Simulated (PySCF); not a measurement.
FH₅N₃Nb, SMILES [NH]=[Nb]([NH2])([NH2])[F], multiplicity 1. The structure is a stationary point at PBE-D3(BJ)/def2-SVP. The spin state was assumed, not searched. The structure was generated by enumeration; whether it is a known compound was not checked. The def2 effective core potentials stand for the cores of Nb; spin–orbit coupling is left out. One conformer was computed; it need not be the lowest.

Computed equilibrium geometry at PBE-D3(BJ)/def2-SVP (PySCF confirms it by a frequency run) as bond lengths and angles, and its point group (one conformer of several):
point group Cs.
Atoms: Nb1 N2 H3 F4 N5 H6 H7 N8 H9 H10. Bonds (Å): Nb1–N2 1.765, Nb1–F4 1.911, Nb1–N5 1.987, Nb1–N8 1.987, N2–H3 1.024, N5–H6 1.027, N5–H7 1.024, N8–H9 1.024, N8–H10 1.027. Angles (°): N2–Nb1–F4 115.8, N2–Nb1–N5 105.1, N2–Nb1–N8 105.1, F4–Nb1–N5 109.6, F4–Nb1–N8 109.6, N5–Nb1–N8 111.7, Nb1–N2–H3 166.0, Nb1–N5–H6 123.4, Nb1–N5–H7 127.0, H6–N5–H7 109.2, Nb1–N8–H9 127.0, Nb1–N8–H10 123.4, H9–N8–H10 109.2.
Charge 0, spin multiplicity 1.
